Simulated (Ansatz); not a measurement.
```xyz
6

H     0.0000    0.0000   -2.3037
H     0.0000    0.0000   -1.3822
H     0.0000    0.0000   -0.4607
H     0.0000    0.0000    0.4607
H     0.0000    0.0000    1.3822
H     0.0000    0.0000    2.3037
```

Basis set: def2-SVP (spherical functions). All electrons are correlated. Charge 0, multiplicity 1.

Computed with Ansatz (development build ahead of 0.2.0); each method stands on the lowest determinant of its kind that the runs found. Restricted open shells among the atoms or ions are ROHF, correlated in semicanonical orbitals with singles.

Task: Give the atomization energy at this shape (free ground-state atoms in the same class of orbitals less the molecule, no zero-point energy) of singlet H6 by RHF-MP2, RHF.

Result:

```csv
method,atomization energy
RHF-MP2,219.19 kcal/mol
RHF,156.08 kcal/mol
```

Caution: stretched shape with no unrestricted run beside it, a lower state can exist. Caution for RHF-MP2: bonds are stretched, where a single reference can fail.
